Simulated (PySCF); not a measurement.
B3LYP has the VWN-RPA correlation part, as in Gaussian. Excitations are Tamm–Dancoff values on a coarser integration grid. The basis has no diffuse functions, so Rydberg states are missing or too high.

F₃Ga, SMILES `[F][Ga]([F])[F]` (charge 0, multiplicity 1)

All values below come from B3LYP-D3(BJ)/def2-TZVP run with PySCF.

The HOMO is -11.46 eV. The dipole moment is 0.00 D and the LUMO is -2.88 eV. The HOMO–LUMO gap is 8.58 eV and the S1 excitation (TDA) comes out as 7.11 eV. The S1 oscillator strength comes out as 0.000. The brightest of the four lowest singlets (TDA) is 7.41 eV and the T1 excitation (TDA) is 6.74 eV. The S1–T1 gap (TDA) is 0.37 eV and the total energy comes out as -2224.6915 Ha. The cost is roughly 28 core-seconds.

Bonded distances (Å): F1–Ga2 1.734, Ga2–F3 1.734, Ga2–F4 1.734. Angles (°): F1–Ga2–F3 120.0, F1–Ga2–F4 120.0, F3–Ga2–F4 120.0.
